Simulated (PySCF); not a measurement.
Where the electron goes

Compound: C4H10F2N2.
Geometry (GFN2-xTB, Å), atoms numbered from 1 in this order:
```
atom  x, y, z in Å
C1    -0.528   -0.250    1.430
C2    -0.378   -0.116   -0.085
N3    -1.509   -0.764   -0.721
C4     0.905   -0.823   -0.605
N5     2.167   -0.451   -0.018
C6    -0.335    1.384   -0.465
F7    -1.523    1.977   -0.177
F8     0.603    2.075    0.228
H9     0.306    0.220    1.945
H10   -1.449    0.233    1.754
H11   -0.575   -1.303    1.693
H12   -2.381   -0.338   -0.428
H13   -1.447   -0.711   -1.731
H14    0.977   -0.654   -1.685
H15    0.757   -1.894   -0.446
H16    2.358    0.538   -0.134
H17    2.183   -0.660    0.973
H18   -0.141    1.544   -1.539
```

Computed with TDDFT wB97X-D/def2-SVPD, vertical, gas phase, core orbitals frozen in the response in PySCF 2.14.0, density-fitted response routines.

Kohn–Sham orbitals with the atoms that hold most of them (Löwdin shares over 4%, at most four atoms; ? is withheld):

```json
{"orbital": "HOMO-3", "ε (eV)": "-12.23", "atoms": "C1 21%, C4 17%, C2 14%, N5 10%"}
{"orbital": "HOMO-2", "ε (eV)": "-11.62", "atoms": "C2 14%, C6 12%, F7 11%, C1 10%"}
{"orbital": "HOMO-1", "ε (eV)": "-9.54", "atoms": "?"}
{"orbital": "HOMO", "ε (eV)": "?", "atoms": "?"}
{"orbital": "LUMO", "ε (eV)": "2.19", "atoms": "C6 13%, H18 11%, C4 10%, H13 10%"}
{"orbital": "LUMO+1", "ε (eV)": "2.67", "atoms": "H17 12%, H13 11%, F8 8%, C1 8%"}
{"orbital": "LUMO+2", "ε (eV)": "2.93", "atoms": "F7 12%, H12 12%, H18 11%, C1 10%"}
```

Q: Which atoms hold the HOMO, and with what shares?

A: N5 (bonded to C and 2 H) 51%; C4 (bonded to C, N and 2 H) 10%; N3 (bonded to C and 2 H) 10%; C2 (bonded to 3 C and N) 9%. By element: nitrogen 61%, carbon 19% or more.

Q: Which atoms hold the HOMO-1, and with what shares?

A: N3 (bonded to C and 2 H) 52%; N5 (bonded to C and 2 H) 11%; C2 (bonded to 3 C and N) 9%; C6 (bonded to C, 2 F and H) 6%. By element: nitrogen 63%, carbon 15% or more.

Q: What is the HOMO energy, and the HOMO–LUMO gap?

A: ε(HOMO) = -8.88 eV; the gap is 11.07 eV (0.4069 hartree).

Q: How does S1 compare with the orbital gap of 11.07 eV?

A: S1 is at 6.77 eV (f = 0.020), 4.31 eV below the gap, made of HOMO→LUMO (52%), HOMO→LUMO+1 (24%), HOMO→LUMO+2 (8%). Without the coupling terms of the response equations the lowest excitation would equal the gap.

Next come S2 at 7.04 eV (f 0.032), HOMO-1→LUMO (37%), HOMO→LUMO+1 (26%), HOMO→LUMO (13%); S3 at 7.59 eV (f 0.021), HOMO→LUMO+1 (29%), HOMO→LUMO+2 (27%), HOMO-1→LUMO (10%); S4 at 8.00 eV (f 0.015), HOMO→LUMO+3 (38%), HOMO→LUMO+2 (25%), HOMO-1→LUMO (8%); S5 at 8.10 eV (f 0.012), HOMO-1→LUMO+2 (31%), HOMO-1→LUMO (21%), HOMO→LUMO+3 (18%).

One conformer stands for the species.
